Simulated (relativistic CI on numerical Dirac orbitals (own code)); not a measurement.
## Ligand-field terms of d8

Computed with a parametric ligand-field model of a d^n configuration (Racah B and C, spin-orbit zeta, crystal field), exact diagonalisation.

Field parameters in Wybourne normalisation: Td as Oh with Dq negative (B⁴₀ = 21Dq, B⁴₄ = √(5/14) B⁴₀). The field is a parameter set, without covalency.

Q: Ground term and bands for B = 780, C = 3150, ζ = 0 cm⁻¹, Td, 10Dq = -1480 cm⁻¹?

A: Ground term 3T1 with 3.84 electrons in the two orbitals of the cubic e set. Spin-allowed: 3T2 1212 cm⁻¹, 3A2 2692 cm⁻¹, 3T1 12644 cm⁻¹ (791 nm). Lowest spin-forbidden: 1T2 10677 cm⁻¹ (937 nm), 1E 11228 cm⁻¹ (891 nm), 1T2 16126 cm⁻¹ (620 nm).

Q: Ground term and bands for B = 780, C = 3150, ζ = 0 cm⁻¹, Td, 10Dq = -4990 cm⁻¹?

A: Ground term 3T1 with 3.89 electrons in the two orbitals of the cubic e set. Spin-allowed: 3T2 4258 cm⁻¹ (2348 nm), 3A2 9248 cm⁻¹ (1081 nm), 3T1 15227 cm⁻¹ (657 nm). Lowest spin-forbidden: 1T2 11268 cm⁻¹ (887 nm), 1E 11853 cm⁻¹ (844 nm), 1T2 18118 cm⁻¹ (552 nm).

Q: Ground term and bands for B = 780, C = 3150, ζ = 0 cm⁻¹, Td, 10Dq = -780 cm⁻¹?

A: Ground term 3T1 with 3.82 electrons in the two orbitals of the cubic e set. Spin-allowed: 3T2 632 cm⁻¹, 3A2 1412 cm⁻¹, 3T1 12184 cm⁻¹ (821 nm). Lowest spin-forbidden: 1T2 10470 cm⁻¹ (955 nm), 1E 10832 cm⁻¹ (923 nm), 1T2 15874 cm⁻¹ (630 nm).

Q: Ground term and bands for B = 780, C = 3150, ζ = 0 cm⁻¹, Td, 10Dq = -3590 cm⁻¹?

A: Ground term 3T1 with 3.87 electrons in the two orbitals of the cubic e set. Spin-allowed: 3T2 3019 cm⁻¹ (3312 nm), 3A2 6609 cm⁻¹ (1513 nm), 3T1 14149 cm⁻¹ (707 nm). Lowest spin-forbidden: 1T2 11109 cm⁻¹ (900 nm), 1E 11761 cm⁻¹ (850 nm), 1T2 17200 cm⁻¹ (581 nm).

Q: Ground term and bands for B = 780, C = 3150, ζ = 0 cm⁻¹, Td, 10Dq = -6400 cm⁻¹?

A: Ground term 3T1 with 3.91 electrons in the two orbitals of the cubic e set. Spin-allowed: 3T2 5531 cm⁻¹ (1808 nm), 3A2 11931 cm⁻¹ (838 nm), 3T1 16362 cm⁻¹ (611 nm). Lowest spin-forbidden: 1T2 11363 cm⁻¹ (880 nm), 1E 11871 cm⁻¹ (842 nm), 1T2 19159 cm⁻¹ (522 nm).
